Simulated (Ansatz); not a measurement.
`[OH][Ge]([SiH3])([Cl])[Cl]` + CH₄ → `[CH3][Ge]([SiH3])([Cl])[Cl]` + H₂O at 298.15 K and 1 bar (formal exchange of groups at a Ge–O bond).

Calculated with Ansatz (gas phase, PBE0-D4/def2-TZVP geometries, no zero-point term in ΔE). CCSD(T)/CBS adds triple-zeta CCSD(T) − MP2 to the extrapolated MP2 energy (def2 sets, frozen cores). This one scheme is used for every species. For Ge outer-core shells are correlated without core-valence functions, which leaves a few kJ/mol of doubt a bond. Scalar relativity is left out up to krypton. One conformer a species, not always the lowest.

```json
{"species": "`[OH][Ge]([SiH3])([Cl])[Cl]`", "CCSD(T)/CBS energy (Eh)": "-3362.44616", "H − E (kJ/mol)": "135.6", "S (J/(mol·K))": "402.7"}
{"species": "CH₄", "CCSD(T)/CBS energy (Eh)": "-40.46206", "H − E (kJ/mol)": "127.4", "S (J/(mol·K))": "186.2"}
{"species": "`[CH3][Ge]([SiH3])([Cl])[Cl]`", "CCSD(T)/CBS energy (Eh)": "-3326.51325", "H − E (kJ/mol)": "196.9", "S (J/(mol·K))": "409.6"}
{"species": "H₂O", "CCSD(T)/CBS energy (Eh)": "-76.37941", "H − E (kJ/mol)": "66.4", "S (J/(mol·K))": "188.7"}
```

H − E and S are ideal-gas, rigid-rotor, harmonic terms from PBE0-D4/def2-TZVP, for one conformer and one mirror image of each species. 1 Eh = 2625.50 kJ/mol, R = 8.31446 J/(mol·K).

Task: By hand: ΔE, ΔH, ΔS and ΔG.

Result: ΔE = (-3326.51325) + (-76.37941) − (-3362.44616) − (-40.46206) = 0.01556 Eh = 40.9 kJ/mol. Δ(H − E) = 196.9 + 66.4 − 135.6 − 127.4 = 0.3, so ΔH = 41.2 kJ/mol. ΔS = 409.6 + 188.7 − 402.7 − 186.2 = 9.4 J/(mol·K). ΔG = 41.2 − 298.15 × (9.4)/1000 = 38.4 kJ/mol.

Task: By hand: the equilibrium constant, and the temperature at which ΔG would vanish if ΔH and ΔS stayed fixed.

Result: log₁₀ K = −ΔG/(RT ln 10) = -6.7. ΔG = 0 at ΔH/ΔS = 4383 K, far beyond where these terms or the molecules hold.

The number of gas molecules stays the same, so ΔS is small and ΔH decides. A doubt of 5 kJ/mol in ΔE shifts log₁₀ K by 0.9 here. Other conformers and mirror images would add mixing entropy, several J/(mol·K) or more a flexible species. These are equilibria of isolated gas molecules and say nothing of rates. Largest T1 diagnostic: 0.011 (customary marks: 0.02 for closed shells, 0.045 for open ones).
